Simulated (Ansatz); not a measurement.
Relaxation of C4H9AlBF (16 atoms, charge 0, multiplicity 1), to a largest force component of 0.02 eV/Å in at most 40 steps.

Method: RKS PBE/STO-3G in Ansatz.

```xyz
16
Properties=species:S:1:pos:R:3:forces:R:3
B 1.827 -1.024 1.858 -2.64 4.28 -1.21
C 2.032 -0.964 0.279 0.24 1.08 3.12
F 2.701 -2.095 -0.097 1.89 -2.97 -1.87
Al 0.369 -0.910 -0.694 -2.98 0.21 -0.84
C -0.909 0.640 -0.549 3.64 -0.62 1.53
C -0.554 1.707 0.223 -1.97 -1.82 -2.07
C -2.228 0.613 -1.195 -2.81 0.91 -0.54
H 1.393 -1.949 2.331 0.20 -1.90 0.99
H 1.516 0.054 2.429 1.01 -1.56 -0.62
H 2.629 -0.061 0.033 0.22 0.69 -0.47
H -0.142 -2.158 -1.583 0.85 1.29 0.98
H -1.199 2.550 0.364 -0.83 1.19 0.20
H 0.358 1.742 0.712 2.76 0.20 1.54
H -2.273 -0.085 -2.037 -0.07 -0.26 -0.52
H -3.024 0.266 -0.463 0.46 0.35 -0.57
H -2.520 1.651 -1.567 0.02 -1.10 0.35
```

Where does it end, and by what steps?

It converged. The force dipped under the threshold on the way, but the program's further checks kept it going. Limits of this set-up: minimal basis. After 21 steps the energy has fallen by 1.665 eV; H11 moved furthest, 1.32 Å. Joined: B1–Al4.

```json
{"step": "0", "energy less start (eV)": "0.0000", "largest force component (eV/Å)": "4.279", "accepted": "yes"}
{"step": "1", "energy less start (eV)": "-1.1027", "largest force component (eV/Å)": "1.663", "accepted": "yes"}
{"step": "2", "energy less start (eV)": "-1.2797", "largest force component (eV/Å)": "0.998", "accepted": "yes"}
{"step": "3", "energy less start (eV)": "-1.3471", "largest force component (eV/Å)": "0.990", "accepted": "yes"}
{"step": "4", "energy less start (eV)": "-1.4386", "largest force component (eV/Å)": "1.060", "accepted": "yes"}
{"step": "5", "energy less start (eV)": "-1.5093", "largest force component (eV/Å)": "0.869", "accepted": "yes"}
{"step": "6", "energy less start (eV)": "-1.5882", "largest force component (eV/Å)": "0.639", "accepted": "yes"}
{"step": "7", "energy less start (eV)": "-1.6228", "largest force component (eV/Å)": "0.277", "accepted": "yes"}
{"step": "8", "energy less start (eV)": "-1.6460", "largest force component (eV/Å)": "0.164", "accepted": "yes"}
{"step": "9", "energy less start (eV)": "-1.6503", "largest force component (eV/Å)": "0.099", "accepted": "yes"}
{"step": "10", "energy less start (eV)": "-1.6550", "largest force component (eV/Å)": "0.157", "accepted": "yes"}
{"step": "11", "energy less start (eV)": "-1.6592", "largest force component (eV/Å)": "0.136", "accepted": "yes"}
{"step": "12", "energy less start (eV)": "-1.6610", "largest force component (eV/Å)": "0.099", "accepted": "yes"}
{"step": "13", "energy less start (eV)": "-1.6628", "largest force component (eV/Å)": "0.081", "accepted": "yes"}
{"step": "14", "energy less start (eV)": "-1.6642", "largest force component (eV/Å)": "0.047", "accepted": "yes"}
{"step": "15", "energy less start (eV)": "-1.6647", "largest force component (eV/Å)": "0.045", "accepted": "yes"}
{"step": "16", "energy less start (eV)": "-1.6649", "largest force component (eV/Å)": "0.031", "accepted": "yes"}
{"step": "17", "energy less start (eV)": "-1.6650", "largest force component (eV/Å)": "0.023", "accepted": "yes"}
{"step": "18", "energy less start (eV)": "-1.6651", "largest force component (eV/Å)": "0.016", "accepted": "yes"}
{"step": "19", "energy less start (eV)": "-1.6652", "largest force component (eV/Å)": "0.026", "accepted": "yes"}
{"step": "20", "energy less start (eV)": "-1.6653", "largest force component (eV/Å)": "0.021", "accepted": "yes"}
{"step": "21", "energy less start (eV)": "-1.6653", "largest force component (eV/Å)": "0.012", "accepted": "yes"}
```

```xyz
16
Properties=species:S:1:pos:R:3
B 1.572 -1.222 1.566
C 2.217 -0.764 0.315
F 2.912 -1.556 -0.580
Al 0.008 -1.054 0.074
C -0.853 0.605 -0.344
C -0.395 1.783 0.139
C -2.117 0.601 -1.231
H 1.592 -2.348 1.897
H 1.072 -0.386 2.236
H 2.283 0.318 0.013
H -0.586 -2.375 -0.360
H -0.886 2.752 -0.075
H 0.498 1.853 0.786
H -1.901 0.176 -2.234
H -2.916 -0.026 -0.785
H -2.523 1.622 -1.374
```

Whether the end is a true minimum wasn't checked by a vibrational analysis.

Time of the run: 51 s on 1 CPU thread of a shared host.
